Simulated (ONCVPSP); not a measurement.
u(r) = r·R(r): atom against pseudo-atom (phosphorus (P))

Columns: radius, all-electron u(r) and pseudo u(r) of the 3s shell (level -13.97 eV) of phosphorus in the configuration [Ne] 3s2 3p3; PBE, scalar-relativistic, ONCV scheme, ONCVPSP 4.0.1.

| r (bohr) | all-electron | pseudo |
| --- | --- | --- |
| 0.095 | 0.1315 | 0.0348 |
| 0.190 | -0.1590 | 0.0703 |
| 0.285 | -0.3422 | 0.1080 |
| 0.380 | -0.3688 | 0.1498 |
| 0.475 | -0.2861 | 0.1978 |
| 0.570 | -0.1447 | 0.2525 |
| 0.665 | 0.0187 | 0.3130 |
| 0.760 | 0.1808 | 0.3769 |
| 0.855 | 0.3289 | 0.4416 |
| 0.950 | 0.4564 | 0.5056 |
| 1.045 | 0.5614 | 0.5683 |
| 1.140 | 0.6445 | 0.6292 |
| 1.235 | 0.7071 | 0.6865 |
| 1.330 | 0.7511 | 0.7360 |
| 1.425 | 0.7783 | 0.7719 |
| 1.520 | 0.7912 | 0.7903 |
| 1.615 | 0.7922 | 0.7921 |
| 1.710 | 0.7834 | 0.7833 |
| 1.805 | 0.7668 | 0.7667 |
| 1.900 | 0.7441 | 0.7440 |
| 1.995 | 0.7169 | 0.7168 |
| 2.090 | 0.6864 | 0.6864 |
| 2.185 | 0.6538 | 0.6538 |
| 2.280 | 0.6198 | 0.6198 |
| 2.375 | 0.5854 | 0.5854 |
| 2.470 | 0.5509 | 0.5509 |

How many radial nodes do the two functions have?

The all-electron 3s function has n − l − 1 = 2; the pseudo-wave has 0, since the states of the same l below it are removed with the core.

At about which radius was the pseudo-wave matched?

1.60 bohr, where the columns begin to agree (steps of 0.10 bohr).

Is the pseudo-wave norm-conserving?

Yes: the ONCV scheme keeps the norm inside the radius equal to the all-electron one, which fixes the energy derivative of the logarithmic derivative at the level.
